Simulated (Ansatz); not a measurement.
Relaxation of GeH6O4 (11 atoms, charge 0, multiplicity 1), to a largest force component of 0.03 eV/Å in at most 50 steps.

Theory: RKS B3LYP/def2-SVP (Ansatz 0.2.0).

```xyz
11
Properties=species:S:1:pos:R:3:forces:R:3
Ge -0.123 -0.209 0.111 -0.09 -0.19 -0.08
O -0.098 -0.341 1.876 -0.19 -0.19 0.03
H -0.716 0.287 2.278 0.05 -0.04 -0.03
O 1.500 -0.154 -0.576 -0.04 -0.02 -0.01
H 1.687 -0.993 -1.023 0.02 0.02 0.01
O -1.070 1.231 -0.280 -0.05 -0.03 -0.08
H -1.486 1.160 -1.152 0.05 0.02 0.08
O -0.869 -1.666 -0.583 -0.02 -0.05 0.10
H -1.294 -2.203 0.103 0.03 0.05 -0.08
H 1.107 2.027 1.158 0.16 1.38 -1.14
H 1.082 1.527 1.672 0.08 -0.96 1.19
```

Problem. Where does it end, and by what steps?

Solution. The run converged. The force dipped under the threshold on the way, but the program's further checks kept it going. After 22 steps the energy has fallen by 0.268 eV; H10 moved furthest, 2.01 Å.

```tsv
step	energy less start (eV)	largest force component (eV/Å)	accepted
0	0.0000	1.382	yes
1	-0.1132	0.111	yes
2	-0.1497	0.107	yes
3	-0.1678	0.138	yes
4	-0.1867	0.384	yes
5	-0.1946	0.602	yes
6	-0.2171	0.225	yes
7	-0.2282	0.143	yes
8	-0.2407	0.028	yes
9	-0.2422	0.389	yes
10	-0.2468	0.159	yes
11	-0.2516	0.079	yes
12	-0.2471	0.656	no
13	-0.2548	0.016	yes
14	-0.2558	0.202	yes
15	-0.2585	0.146	yes
16	-0.2600	0.212	yes
17	-0.2628	0.092	yes
18	-0.2644	0.035	yes
19	-0.2660	0.130	yes
20	-0.2670	0.086	yes
21	-0.2680	0.027	yes
22	-0.2684	0.022	yes
```

```xyz
11
Properties=species:S:1:pos:R:3
Ge -0.467 -0.251 -0.182
O -0.463 0.336 1.489
H -0.863 1.215 1.561
O 0.932 0.196 -1.160
H 1.671 -0.416 -1.039
O -1.870 0.495 -0.950
H -1.767 0.559 -1.910
O -0.470 -2.014 -0.087
H -0.953 -2.334 0.688
H 2.290 1.623 2.728
H 1.681 1.260 2.446
```

Whether the end is a true minimum wasn't checked by a vibrational analysis.

Run time: 43 s on 4 threads of Arm Neoverse V2, with other jobs on the host, peak memory 0.3 GiB.
